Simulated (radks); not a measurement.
Trend from Rb to Xe: ionisation energy by Delta-SCF between NIST ground configurations, and size. Calculated with a radial shooting solver on a logarithmic mesh with Libxc functionals: scalar-relativistic Kohn-Sham, PBE, spin-unpolarised, spherical densities, finite nucleus; Fermi nuclear charge, rms radius of each element as measured or else 0.836 A^(1/3) + 0.57 fm.

| species | configuration | IE (eV) | NIST (eV) | kind | -e(HOMO) (eV) | outermost | <r> outermost (bohr) | r at 0.001 e/bohr^3 (bohr) |
|---|---|---|---|---|---|---|---|---|
| Rb | [Kr] 5s1 | 4.153 | 4.177 | exp. | 2.231 (5s) | 5s | 5.25 | 4.51 |
| Sr | [Kr] 5s2 | 5.885 | 5.695 | exp. | 3.526 (5s) | 5s | 4.33 | 5.26 |
| Zr | [Kr] 4d2 5s2 | 7.137 | 6.634 | exp. | 3.599 (4d) | 5s | 3.73 | 5.08 |
| Nb | [Kr] 4d4 5s1 | 6.637 | 6.759 | exp. | 3.040 (4d) | 5s | 3.73 | 4.83 |
| Mo | [Kr] 4d5 5s1 | 6.890 | 7.092 | exp. | 3.753 (4d) | 5s | 3.60 | 4.71 |
| Tc | [Kr] 4d5 5s2 | 8.153 | 7.119 | exp. | 5.043 (5s) | 5s | 3.30 | 4.75 |
| Ru | [Kr] 4d7 5s1 | 7.292 | 7.361 | exp. | 4.240 (5s) | 5s | 3.39 | 4.50 |
| Rh | [Kr] 4d8 5s1 | 7.460 | 7.459 | exp. | 4.300 (5s) | 5s | 3.31 | 4.41 |
| Pd | [Kr] 4d10 | 9.115 | 8.337 | exp. | 4.048 (4d) | 4d | 1.59 | 4.08 |
| Ag | [Kr] 4d10 5s1 | 7.757 | 7.576 | exp. | 4.405 (5s) | 5s | 3.17 | 4.26 |
| Cd | [Kr] 4d10 5s2 | 9.272 | 8.994 | exp. | 5.659 (5s) | 5s | 2.90 | 4.38 |
| In | [Kr] 4d10 5s2 5p1 | 5.364 | 5.786 | exp. | 2.519 (5p) | 5p | 3.74 | 4.63 |
| Sn | [Kr] 4d10 5s2 5p2 | 6.875 | 7.344 | exp. | 3.694 (5p) | 5p | 3.25 | 4.73 |
| Sb | [Kr] 4d10 5s2 5p3 | 8.317 | 8.608 | exp. | 4.828 (5p) | 5p | 2.92 | 4.70 |
| Te | [Kr] 4d10 5s2 5p4 | 9.729 | 9.010 | exp. | 5.953 (5p) | 5p | 2.67 | 4.62 |
| I | [Kr] 4d10 5s2 5p5 | 11.132 | 10.451 | exp. | 7.086 (5p) | 5p | 2.48 | 4.52 |
| Xe | [Xe] | 12.537 | 12.130 | exp. | 8.235 (5p) | 5p | 2.31 | 4.41 |

Reference values: NIST Atomic Spectra Database (exp. = measured, semi-emp. = semi-empirical, theory = theoretical value adopted there). Spin polarisation and multiplet splitting are left out, so open shells lie too high by an amount that depends on their filling. Spin-orbit splitting is averaged out at the scalar-relativistic level.

Beside tabulated values, note that spin-unpolarised runs miss the spin-polarisation part of the exchange energy of open shells.
